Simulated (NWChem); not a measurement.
## Basis-set convergence for H$_{3}$GaS

SMILES: [SH][GaH2]
```xyz
5

Ga     0.4880     0.5425     0.0000
H     -0.0882     2.0027     0.0000
H      1.9993     0.1106     0.0000
S     -1.0551    -1.0533     0.0000
H     -0.1589    -2.0798     0.0000
```
Charge 0, spin multiplicity 1.

Everything below was run with NWChem. All single points use one geometry, from PBE/def2-SVP, a minimum by its harmonic frequencies. It is one conformer; others weren't searched.

Quantity: LUMO energy at the level PBE0.

The Hamiltonian is non-relativistic. The Pople sets run with spherical d functions. The structure started from a generated list of species.

Costs are rough ratios of processor time within this set of runs, SCF included, with STO-3G as 1.

| basis | functions | LUMO energy (eV) | relative cost |
|---|---|---|---|
| STO-3G | 30 | [?] | 1 |
| 6-31G* | 56 | -1.54 | under 3 |
| pcseg-1 | 60 | [?] | under 3 |
| def2-SVP | 65 | [?] | under 3 |
| 6-311G** | 88 | -1.60 | under 3 |
| def2-TZVP | 103 | -1.54 | under 3 |
| pcseg-2 | 119 | -1.58 | under 3 |
| def2-TZVPD | 127 | -1.57 | under 3 |
| aug-cc-pVTZ | 178 | -1.60 | 20 |
| cc-pVQZ | 217 | -1.57 | 50 |

Some entries are withheld; supply them.


- STO-3G, LUMO energy (eV): 0.63
- pcseg-1, LUMO energy (eV): -1.62
- def2-SVP, LUMO energy (eV): -1.45
